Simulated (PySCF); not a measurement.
Be(iPr)(SeH) (C3H8BeSe), SMILES C[CH](C)[Be][SeH].

The structure is a stationary point at ωB97X-D3(BJ)/def2-SVP. The values are those of a single conformer.

Computed with PBE0/def2-TZVP (PySCF).

Isolated molecule, no solvent.

**Question.** Estimate the frontier levels, gap, dipole moment and polarisability. (An estimate is asked for; the answer gives what the named calculation found.)

**Answer.** 
```
Quantity                                                                                                        Value
---------------------------------------------------------------------------------------------  ----------------------
highest occupied level                                                                                       -7.19 eV
lowest empty level                                                                                           -0.68 eV
orbital gap                                                                                                   6.51 eV
dipole moment                                                                                                  0.99 D
quadrupole, principal values (traceless, Buckingham form, about the centre of nuclear charge)  -4.89, -1.45, 6.34 D·Å
mean static polarisability                                                                      79.3 bohr³ (11.75 Å³)
polarisability, principal values                                                               67.3, 74.8, 95.9 bohr³
```
